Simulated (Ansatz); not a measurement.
1,1-difluoropropan-2-one (C₃H₄F₂O), SMILES CC(=O)C(F)F.

Geometry optimised at B3LYP-D3(BJ)/def2-SVP. One conformer was computed; it need not be the lowest.

Two levels are set side by side: PBE/def2-SVPD (Ansatz, a program for electronic structure) and PBE0/def2-SVPD (Ansatz). Energy differences of separate SCF runs at the same geometry; the states with an electron removed or added have multiplicity 2 and 2. Differences are taken from unrounded values.

```csv
quantity,PBE0
vertical ionisation energy (eV),10.44
vertical singlet–triplet gap (eV),3.54
```

Task: What does PBE give, and how far is it from PBE0? (An estimate is asked for; the answer gives what the named calculation found.)

Result: 
```tsv
quantity	PBE	PBE minus PBE0
vertical ionisation energy (eV)	10.08	-0.36
vertical singlet–triplet gap (eV)	3.49	-0.05
```
